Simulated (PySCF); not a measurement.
# Spinor energies of I³⁺ (iodine, charge +3)

Start: [Kr] 4d10 5s2 5p2; 5p1/2 filled at m_j = -1/2, +1/2. Calculated with PySCF 2.14 in x2c-SVPall-2c: generalised Hartree-Fock with the X2C-1e Hamiltonian and a Gaussian nucleus; one run each with spin-orbit coupling (SO) switched off, then screened by Boettger's factors.

| spinor shell | electrons | ε, spin-free (eV) | ε, screened SO (eV) | weight of nominal j (screened SO) | rms radius, screened SO (bohr) |
| --- | --- | --- | --- | --- | --- |
| 1s1/2 | 2 | -33363.1 | -33359.3 | 1.000 | 0.0312 |
| 2s1/2 | 2 | -5282.1 | -5280.9 | 1.000 | 0.127 |
| 2p1/2 | 2 | -4738.7 | -4946.6 | 1.000 | 0.109 |
| 2p3/2 | 4 | -4738.7 | -4644.6 | 1.000 | 0.115 |
| 3s1/2 | 2 | -1135.6 | -1135.0 | 1.000 | 0.334 |
| 3p1/2 | 2 | -954.99 | -995.15 | 1.000 | 0.327 |
| 3p3/2 | 4 | -954.99 | -936.38 | 1.000 | 0.338 |
| 3d3/2 | 4 | -684.83 | -691.64 | 1.000 | 0.311 |
| 3d5/2 | 6 | -684.83 | -679.64 | 1.000 | 0.314 |
| 4s1/2 | 2 | -243.91 | -243.59 | 1.000 | 0.788 |
| 4p1/2 | 2 | -184.60 | -192.50 | 1.000 | 0.827 |
| 4p3/2 | 4 | -184.60 | -180.60 | 1.000 | 0.853 |
| 4d3/2 | 4 | -95.188 | -96.091 | 1.000 | 0.991 |
| 4d5/2 | 6 | -95.188 | -94.144 | 1.000 | 0.992 |
| 5s1/2 | 2 | -51.292 | -51.151 | 1.000 | 1.97 |
| 5p1/2 | 2 | -39.818 | -39.441 | 1.000 | 2.24 |

| quantity | spin-free | screened SO |
| --- | --- | --- |
| E (hartree) | -7108.81560 | -7110.92679 |
| M_J | 0 | 0 |
| ⟨J²⟩ | 2.006 | 0.000 |
| ⟨L²⟩ | 2.004 | 1.350 |
| ⟨S²⟩ | 2.002 | 1.350 |

Breit and QED terms are absent; they matter most for the inner s and p1/2 levels.

Densities and radii are taken from the X2C orbitals without a picture-change correction, which distorts them close to the nucleus.

Without spin-orbit coupling the j labels of p, d and f shells carry no meaning; the spin-free column gives the mean over the occupied spinors of each nl shell.
